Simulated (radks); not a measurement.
Problem. The titanium ion Ti+, 21 electrons, occupied as [Ar] 3d2 4s1 (the NIST ground configuration). Calculated with a radial shooting solver on a logarithmic mesh with Libxc functionals: non-relativistic Kohn-Sham, PBE, spin-polarised, spherical densities, point nucleus; open shells are filled with parallel spins first. Some entries of the table are withheld. Estimate them.

orbital,occ.,eigenvalue (Ry),<1/r> (bohr^-1),<r> (bohr)
1s up,1,-356.0065,21.53,0.07017
1s down,1,-356.0048,21.53,0.07017
2s up,1,-39.55629,4.491,0.3277
2s down,1,-39.51218,4.495,0.3274
2p up,3,-33.12303,4.428,0.2910
2p down,3,-33.08892,4.431,0.2907
3s up,1,-5.12839,1.382,1.015
3s down,1,-4.98689,1.383,1.014
3p up,3,-3.43733,(1),(2)
3p down,3,-3.29482,(3),(4)
3d up,2,-0.90033,0.8987,1.502
4s up,1,-0.79769,0.4131,3.151
3d down,0,-0.75301,0.9030,1.492
4p up,0,(5),0.3351,3.854

Solution. 
(1) 3p up <1/r> (bohr^-1): 1.258
(2) 3p up <r> (bohr): 1.089
(3) 3p down <1/r> (bohr^-1): 1.259
(4) 3p down <r> (bohr): 1.087
(5) 4p up eigenvalue (Ry): -0.51723
